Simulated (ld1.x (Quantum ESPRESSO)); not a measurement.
# Pseudopotential generation for Li: TM, LDA (PZ), scalar-relativistic.

ld1.x (Quantum ESPRESSO) 7.5 was run on this input:

```
&input
   title='Li', zed=3., rel=1, dft='PZ', iswitch=3,
   config='[He] 2s1 2p0',
   nld=2, rlderiv=4.55, eminld=-2.0, emaxld=5.0, deld=0.02
 /
 &inputp
   pseudotype=2, tm=.true., lloc=0,
   nlcc=.true., rcore=2.65,
   file_pseudopw='Li.UPF', file_wfcaegen='ae.wfc', file_wfcncgen='nc.wfc', file_beta='beta', file_chi='chi'
 /
2
2P  2  1   0.00   0.00  4.20  4.20  0.0
2S  1  0   1.00   0.00  3.30  3.30  0.0
 &test
   configts(1)='2s1 2p0'
 /
```

Command:

```bash
ld1.x < Li.in > Li.out
```

Output (shortened: banner, matrices, multipoles, cross overlaps and the repeated all-electron block are left out):

```
Program LD1 v.7.5
     --------------------------- All-electron run ----------------------------

     Li
     scalar relativistic calculation

     atomic number is  3.00
     dft =PZ   lsd =0 sic =0 latt =0  beta=0.20 tr2=1.0E-14
     Exchange-correlation= PZ
                           (   1   1   0   0   0   0   0)
     mesh =1017 r(mesh) =  99.62247 a.u. xmin = -7.00 dx = 0.01250
     1 Ry =  13.60569312 eV, c = 137.03599908

     n l     nl                  e(Ry)          e(Ha)          e(eV)
     1 0     1S 1( 2.00)        -3.7559        -1.8779       -51.1013
     2 0     2S 1( 1.00)        -0.2114        -0.1057        -2.8768
     2 1     2P 1( 0.00)        -0.0829        -0.0415        -1.1282

     final scf error:  4.7E-15 reached in  14 iterations

     Etot =     -14.669720 Ry,      -7.334860 Ha,    -199.591708 eV

     Ekin =      14.477654 Ry,       7.238827 Ha,     196.978513 eV
     Encl =     -33.827029 Ry,     -16.913514 Ha,    -460.240172 eV
     Eh   =       7.982512 Ry,       3.991256 Ha,     108.607605 eV
     Exc  =      -3.302857 Ry,      -1.651428 Ha,     -44.937653 eV

     normalization and overlap integrals

     s(1S/1S) =  1.000000  <r> =   0.5887  <r2> =    0.4765  r(max) =   0.3638
     s(2S/2S) =  1.000000  <r> =   3.9312  <r2> =   18.4427  r(max) =   3.1233
     s(2P/2P) =  1.000000  <r> =   5.0086  <r2> =   30.9523  r(max) =   3.9114

     ------------------------ End of All-electron run ------------------------

     --------------------- Generating NC pseudopotential ---------------------

      Generating local pot.: lloc=0, matching radius rcloc =   3.3000

      Computing core charge for nlcc:

       r > 2.65 : true rho core
       r < 2.65 : rho core = a sin(br)/r    a=   0.00  b=   1.08

      Integrated core pseudo-charge :   0.01

      Wfc   2P  rcut= 4.164  Using Troullier-Martins method

     ------------------- End of pseudopotential generation -------------------

     Computing logarithmic derivative in   4.57294
     Computing logarithmic derivative in   4.57294
     Computing the partial wave expansion
       no projector for channel:   0
     R is outside the sphere for l=    1 j= 0.00

     ---------------------- Testing the pseudopotential ----------------------

     Li
     scalar relativistic calculation

     atomic number is  3.00   valence charge is  1.00
     dft =PZ   lsd =0 sic =0 latt =0  beta=0.20 tr2=1.0E-14
     mesh =1017 r(mesh) =  99.62247 xmin = -7.00 dx = 0.01250

     n l     nl             e AE (Ry)        e PS (Ry)    De AE-PS (Ry)
     1 0     2S   1( 1.00)       -0.21144       -0.21144        0.00000
     2 1     2P   1( 0.00)       -0.08292       -0.08292       -0.00000

     eps = 3.8E-15  iter =  6

     Etot =     -14.669720 Ry,      -7.334860 Ha,    -199.591708 eV
     Etotps =    -0.382647 Ry,      -0.191323 Ha,      -5.206171 eV

     Ekin =       0.132086 Ry,       0.066043 Ha,       1.797117 eV
     Encl =      -0.533880 Ry,      -0.266940 Ha,      -7.263804 eV
     Ehrt =       0.230663 Ry,       0.115332 Ha,       3.138330 eV
     Ecxc =      -0.211515 Ry,      -0.105758 Ha,      -2.877814 eV
     (Ecc =      -0.001174 Ry,      -0.000587 Ha,      -0.015968 eV)

     ---------------------- End of pseudopotential test ----------------------
```

Generation and configuration tests took about 0.72 s on one core of a shared server CPU.
